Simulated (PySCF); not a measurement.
# Does the structure fit the spectrum?

A compound C8H10Si gives the data below (simulated from a calculation) and was assigned the structure `CC#CC#C/C=C\C[SiH3]`.

$^{13}$C{$^{1}$H} NMR (computed): δ 140.3 (CH2), 119.8 (C), 113.1 (C), 97.1 (C), 96.6 (C), 83.9 (C), 5.6 (CH3), -4.8 (CH3).

$^{1}$H NMR (400 MHz, computed): δ 6.11 (m, 1H), 6.09 (m, 1H), 4.55 (q, 2H), 2.18 (s, 3H), 0.32 (t, 3H).

[PySCF: shieldings: GIAO PBE0/pcSseg-1; coordinates at the GFN2-xTB level; gas phase; no relativistic terms; one computed conformer; fast rotation and ring inversion assumed for equivalent nuclei]

Referencing at the same level of theory: $^{1}$H (σref 31.72), $^{13}$C (σref 186.93) vs TMS.

Question: Compare with the shifts computed for the proposed structure, pairing carbons in order of shift.

Answer: Atom-mapped SMILES (the numbers label the heavy atoms): `[CH3:1][C:2]#[C:3][C:4]#[C:5]/[CH:6]=[CH:7]\[CH2:8][SiH3:9]`; H(Xn) means a hydrogen on atom n.

```tsv
atom	computed for proposal	given list	difference
C7	155.2	140.3	+14.9
C6	112.8	119.8	-7.0
C4	93.7	113.1	-19.4
C2	90.9	97.1	-6.2
C5	75.1	96.6	-21.5
C3	72.1	83.9	-11.8
C8	18.3	5.6	+12.7
C1	6.3	-4.8	+11.1
```

The rms difference is 14.0 ppm and the largest -21.5 ppm at C5 (alkyne carbon). The carbon types in order of shift don't match either: CH, CH, C, C, C, C, CH2, CH3 for the proposal against CH2, C, C, C, C, C, CH3, CH3 in the data. The proposal doesn't fit.

Question: Which isomer fits?

Answer: SMILES C=C(C#CC)C#C[SiH2]C.

1. Carbon types of the structure: 5 × C, 1 × CH2, 2 × CH3, leaving 2 H on heteroatoms.
2. δC 140.3: terminal =CH2 carbon; the olefinic region.
3. δC 119.8: fully substituted alkene carbon; the olefinic region.
4. δC 113.1, 97.1, 96.6, 83.9: alkyne carbon.
5. δC 5.6: propargylic methyl carbon; a saturated carbon with 1 carbon neighbour and no heteroatom attached.

The data come from this structure; uniqueness wasn't tested.

Shifts are as computed. Against solution values, carbons near 30 ppm lie about +3 ppm off and those near 130 ppm about +5 ppm. Of 1211 compounds with measured shifts, 218 miss one by over three times the rms of a fit or turn the order of signals round; such compounds aren't used in these exercises. Multiplicities follow the n + 1 count of equivalent neighbours, as no J values were calculated; m marks all less simple cases, F and P coupling included.
